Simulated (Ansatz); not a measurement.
C₅H₅F₅O₃Ti, SMILES `CC1=CC(C(F)(F)F)=[O+][Ti-]([OH])([F])([F])[O]1`, relaxed with RKS PBE0-D4/def2-TZVP in the Gaussian-basis code of Ansatz from a PBE-D4/def2-SVP geometry. The force threshold is 0.005 eV/Å; the program also tests the step.

The species carries charge 0 and has multiplicity 1.

Start:

```xyz
19

C     0.461   -2.600   -0.855
C     0.171   -1.226   -0.312
C     0.037   -0.112   -1.192
C    -0.241    1.152   -0.686
C    -0.376    2.355   -1.638
F    -0.210    1.997   -2.930
F     0.550    3.285   -1.338
F    -1.594    2.912   -1.509
O    -0.412    1.463    0.549
Ti   -0.368    0.480    2.277
O     1.109   -0.099    3.113
F    -0.560    2.015    3.106
F    -1.818   -0.388    2.753
O     0.051   -1.112    0.948
H     0.575   -2.611   -1.954
H     1.382   -2.996   -0.383
H    -0.362   -3.285   -0.563
H     0.153   -0.245   -2.274
H     1.454   -0.984    2.887
```

How much energy does the relaxation release, and in how many steps? (Best estimate.)

The calculation gave: 2.28 kcal/mol, in 12 steps.

Which bonds change most? (An estimate is asked.)

Computed: Ti10–O14 from 2.116 to 2.083 Å; O9–Ti10 from 1.988 to 1.965 Å; C3–C4 from 1.390 to 1.369 Å; C2–O14 from 1.271 to 1.253 Å.

Give the relaxed structure. (Estimate.)

The calculation gave: 
```xyz
19

C     0.419   -2.585   -0.863
C     0.150   -1.223   -0.316
C     0.028   -0.116   -1.186
C    -0.224    1.129   -0.677
C    -0.341    2.335   -1.614
F    -0.175    1.992   -2.892
F     0.582    3.242   -1.307
F    -1.540    2.896   -1.490
O    -0.384    1.438    0.547
Ti   -0.378    0.446    2.242
O     1.139   -0.003    3.069
F    -0.703    1.969    3.059
F    -1.783   -0.491    2.725
O     0.042   -1.114    0.928
H     0.504   -2.588   -1.947
H     1.341   -2.973   -0.422
H    -0.388   -3.254   -0.555
H     0.136   -0.250   -2.250
H     1.574   -0.851    2.947
```
